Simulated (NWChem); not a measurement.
System: C4H6ClF; SMILES [C@H]1(C)C[C@@]1(Cl)F

The following NWChem deck was run.

```
start job
memory heap 200 mb stack 900 mb global 1100 mb
geometry units angstroms noautosym nocenter noautoz
  C     -0.047195     2.259373     0.685681
  C     -0.677391     0.968349     0.239327
  C     -0.620111     0.526542    -1.218825
  C      0.175991    -0.173977    -0.182976
  F      1.510789     0.006226    -0.191533
  Cl    -0.237290    -1.811837     0.298630
  H     -0.718943     3.109200     0.490807
  H      0.169446     2.238553     1.764558
  H      0.899696     2.442490     0.158399
  H     -1.589213     0.678719     0.771761
  H     -0.050556     1.154590    -1.910733
  H     -1.483673     0.015150    -1.649542
end
basis spherical
  * library 6-31g*
end
dft
  xc xtpss03 ctpss03
  iterations 150
end
task dft gradient
```

Excerpt of the output:

```
             Northwest Computational Chemistry Package (NWChem) 7.3.0
             --------------------------------------------------------

                             Geometry "geometry" -> ""
                             -------------------------

 Output coordinates in angstroms (scale by  1.889725989 to convert to a.u.)

  No.       Tag          Charge          X              Y              Z
 ---- ---------------- ---------- -------------- -------------- --------------
    1 C                    6.0000    -0.04719500     2.25937300     0.68568100
    2 C                    6.0000    -0.67739100     0.96834900     0.23932700
    3 C                    6.0000    -0.62011100     0.52654200    -1.21882500
    4 C                    6.0000     0.17599100    -0.17397700    -0.18297600
    5 F                    9.0000     1.51078900     0.00622600    -0.19153300
    6 Cl                  17.0000    -0.23729000    -1.81183700     0.29863000
    7 H                    1.0000    -0.71894300     3.10920000     0.49080700
    8 H                    1.0000     0.16944600     2.23855300     1.76455800
    9 H                    1.0000     0.89969600     2.44249000     0.15839900
   10 H                    1.0000    -1.58921300     0.67871900     0.77176100
   11 H                    1.0000    -0.05055600     1.15459000    -1.91073300
   12 H                    1.0000    -1.48367300     0.01515000    -1.64954200

 Effective nuclear repulsion energy (a.u.)     300.7180158089

                                 NWChem DFT Module
                                 -----------------

 Summary of "ao basis" -> "ao basis" (spherical)
 ------------------------------------------------------------------------------
       Tag                 Description            Shells   Functions and Types
 ---------------- ------------------------------  ------  ---------------------
 C                           6-31g*                  6       14   3s2p1d
 F                           6-31g*                  6       14   3s2p1d
 Cl                          6-31g*                  8       18   4s3p1d
 H                           6-31g*                  2        2   2s

            General Information
            -------------------
          SCF calculation type: DFT
          Wavefunction type:  closed shell.
          No. of atoms     :    12
          No. of electrons :    56
           Alpha electrons :    28
            Beta electrons :    28
          Charge           :     0
          Spin multiplicity:     1
          Use of symmetry is: off; symmetry adaption is: off
          Maximum number of iterations: 150
          AO basis - number of functions:   100
                     number of shells:    50
          Convergence on energy requested:  1.00D-06
          Convergence on density requested:  1.00D-05
          Convergence on gradient requested:  5.00D-04

              XC Information
              --------------
                  TPSS metaGGA Exchange Functional  1.000
             TPSS03 metaGGA Correlation Functional  1.000

             Grid Information
             ----------------
          Grid used for XC integration:  medium
          Radial quadrature: Mura-Knowles
          Angular quadrature: Lebedev.
          Tag              B.-S. Rad. Rad. Pts. Rad. Cut. Ang. Pts.
          ---              ---------- --------- --------- ---------
          C                   0.70       49          11.0       434
          F                   0.50       49          10.0       434
          Cl                  1.00       88          12.0       590
          H                   0.35       45          12.0       434
          Grid pruning is: on
          Number of quadrature shells:   603
          Spatial weights used:  Erf1

      Superposition of Atomic Density Guess
      -------------------------------------

 Sum of atomic energies:        -712.45332657

      Non-variational initial energy
      ------------------------------

 Total energy =    -715.766738
 1-e energy   =   -1577.779436
 2-e energy   =     561.294682
 HOMO         =      -0.269361
 LUMO         =       0.087081

[...]

                         DFT ENERGY GRADIENTS

    atom               coordinates                        gradient
                 x          y          z           x          y          z
   1 C      -0.089186   4.269596   1.295749   -0.003830  -0.007987  -0.002676
   2 C      -1.280083   1.829914   0.452262    0.010284   0.000692  -0.008678
   3 C      -1.171840   0.995020  -2.303245    0.003936  -0.000872   0.014326
   4 C       0.332575  -0.328769  -0.345775    0.008094  -0.002002   0.000486
   5 F       2.854977   0.011765  -0.361945   -0.020374  -0.002221   0.000083
   6 Cl     -0.448413  -3.423875   0.564329    0.002939   0.013396  -0.003705
   7 H      -1.358605   5.875536   0.927491   -0.000698   0.000888  -0.000141
   8 H       0.320207   4.230252   3.334531    0.000235   0.000021   0.001128
   9 H       1.700179   4.615637   0.299331    0.001290   0.000304  -0.000557
  10 H      -3.003177   1.282593   1.458417   -0.001908  -0.001759   0.001422
  11 H      -0.095537   2.181859  -3.610762    0.002057   0.001738  -0.001176
  12 H      -2.803735   0.028629  -3.117182   -0.002024  -0.002200  -0.000512
```

Level: TPSS/6-31G* (spherical d). The geometry was optimised at PBE0/def2-SVP.
